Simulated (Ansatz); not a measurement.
Isomers of C₃H₈Ge (singlet), relaxed with r2SCAN-D4/def2-SVP; total energies from Ansatz at r2SCAN0-D4/def2-TZVP.

```tsv
isomer	description	energy (Eh)
A	Ge(eta1-allyl)H3 (C₃H₈Ge)	-2196.02960
B	GeH2Me(vinyl) (C3H8Ge)	-2196.03628
```

Q: Work out the relative energies (1 Eh = 2625.5 kJ/mol) and the Boltzmann populations at 500 K from electronic energies alone (R = 8.314 J/mol/K).

A: ΔE: A 17.5, B 0.0 kJ/mol. RT = 4.16 kJ/mol. Factors exp(−ΔE/RT): A 0.0149, B 1; sum 1.015. Populations: A 1.5 %, B 98.5 %. Zero-point energy, vibrational entropy and symmetry numbers are left out and can shift these; an error of 4 kJ/mol changes a ratio by a factor of 2.6. Over the other density-functional and correlated levels in def2 sets, the gap between B and A ranges from 9 to 24 kJ/mol.
